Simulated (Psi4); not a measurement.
A dimer, H2 ··· CH3Cl (SMILES [H][H] and CCl); the first 2 atoms form monomer A.

```
7

H      0.3719     0.0000     0.0000
H     -0.3719     0.0000     0.0000
C     -3.8038     1.5847     1.5362
Cl    -2.7369     2.5113     0.4303
H     -4.5151     1.0255     0.9361
H     -3.1861     0.9108     2.1221
H     -4.3197     2.2883     2.1825
```

Question: What interaction energy does SAPT0/jun-cc-pVDZ, frozen core (Psi4 1.11) give, and which attractive term is the largest?

Answer: Total -0.02 kJ/mol: electrostatics -0.31, exchange 1.12, induction -0.14, dispersion -0.69. The most attractive term is dispersion.
